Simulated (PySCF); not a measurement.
C8H6OS, SMILES c1coc(-c2cccs2)c1 at its GFN2-xTB optimised geometry (Å):

```
16

C      2.2892    -2.0905     0.0002
C      1.1034    -2.7597     0.0002
O      0.0697    -1.9023     0.0001
C      0.5888    -0.6519     0.0001
C     -0.2973     0.4740     0.0000
C     -1.6669     0.4740     0.0000
C     -2.2142     1.7717    -0.0001
C     -1.2643     2.7423    -0.0001
S      0.3289     2.0938     0.0000
C      1.9612    -0.7177     0.0001
H      3.2704    -2.5186     0.0002
H      0.8698    -3.8058     0.0002
H     -2.2482    -0.4299     0.0001
H     -3.2704     1.9733    -0.0001
H     -1.3962     3.8058    -0.0002
H      2.6355     0.1142     0.0000
```

Method: PBE0/def2-TZVP (PySCF). Cells within 0.4 Å of a nucleus heavier than hydrogen are left out (blank, or x).

Map of the log10 of the electron density (e/bohr³), floored at −4 on the plane z = 0.0 Å:

```
|000000000000000000000000000|
|000000000000000000000000000|
|000000001222100000000000000|
|000000013454310000000000000|
|000000024676432210000000000|
|000000135798644432000000000|
|000012346898766653200000000|
|0001346678xx888764210000000|
|0002468889988xx875310000000|
|00024799xx8789x875310000000|
|00024678x977888764332000000|
|000024578988887654554200000|
|000012468xx9xx8656775310000|
|000002468988898778886410000|
|00000246987678xx9x986410000|
|00000135665568x99x975310000|
|000000234446899878976420000|
|0000000122469xx878x87641000|
|000000000146899899x99742000|
|000000000134678xx8888642000|
|000000000013468987666531000|
|000000000001357976443310000|
|000000000000246764211100000|
|000000000000134543100000000|
|000000000000012221000000000|
|000000000000000000000000000|
|000000000000000000000000000|
```
Scale: ten equal steps from -4.00 (start of '0') to -0.215 (end of '9'), in the order '0123456789'; x runs from -6.00 to 6.00, y from -6.00 (bottom) to 6.00 (top).
